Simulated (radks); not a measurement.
The numbers below are computed, except where a source is named.
Problem. The mean radii <r> (bohr) of the occupied orbitals of an atom or ion are listed with their occupations. Level of theory: non-relativistic Kohn-Sham, PBE, spin-polarised, spherical densities, point nucleus (a radial shooting solver on a logarithmic mesh with Libxc functionals).

| orbital | occ. | <r> |
|---|---|---|
| 1s down | 1 | 0.01967 |
| 1s up | 1 | 0.01967 |
| 2s up | 1 | 0.08293 |
| 2s down | 1 | 0.08293 |
| 2p up | 3 | 0.07011 |
| 2p down | 3 | 0.07011 |
| 3s up | 1 | 0.2098 |
| 3s down | 1 | 0.2098 |
| 3p up | 3 | 0.2001 |
| 3p down | 3 | 0.2001 |
| 3d up | 5 | 0.1750 |
| 3d down | 5 | 0.1750 |
| 4s up | 1 | 0.4644 |
| 4s down | 1 | 0.4644 |
| 4p up | 3 | 0.4696 |
| 4p down | 3 | 0.4696 |
| 4d up | 5 | 0.4808 |
| 4d down | 5 | 0.4806 |
| 5s up | 1 | 1.070 |
| 5s down | 1 | 1.063 |
| 4f up | 7 | 0.5216 |
| 4f down | 7 | 0.5189 |
| 5p up | 3 | 1.159 |
| 5p down | 3 | 1.152 |
| 5d up | 5 | 1.457 |

Name the element and its charge. Open shells, if any, are filled with parallel spins first.

Solution. Z = 77, iridium, charge +4: Ir4+ in [Xe] 4f14 5d5. The 1s radius gives Z: for a bare nucleus <r> = 1.5/Z, 0.01948 bohr for Z = 77, and screening makes it slightly larger (0.01967 here). The occupations add up to 73, and the charge is Z minus that.
